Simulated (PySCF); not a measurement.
2-chlorosilylpropan-2-ol (C3H9ClOSi), SMILES OC(C)(C)[SiH2]Cl. Geometry optimised at PBE0-D3(BJ)/def2-SVP. Other conformers were not sampled.

Computed equilibrium geometry at PBE0-D3(BJ)/def2-SVP (PySCF confirms it by a frequency run) as a Z-matrix (one conformer of several):
```
C
O 1 1.4220
H 2 0.9662 1 107.73
C 1 1.5202 2 106.32 3 176.48
H 4 1.1002 1 111.01 2 -57.07
H 4 1.1007 5 108.92 1 123.20
H 4 1.1024 5 107.62 6 117.18
C 1 1.5243 2 110.70 3 -62.22
H 8 1.1011 1 111.75 2 -176.83
H 8 1.1019 9 107.79 1 122.42
H 8 1.1021 9 108.59 10 116.90
Si 1 1.9084 2 106.66 3 59.35
H 12 1.4885 1 111.27 2 62.52
H 12 1.4924 13 110.53 1 -128.19
Cl 12 2.0889 13 107.66 14 -117.47
```
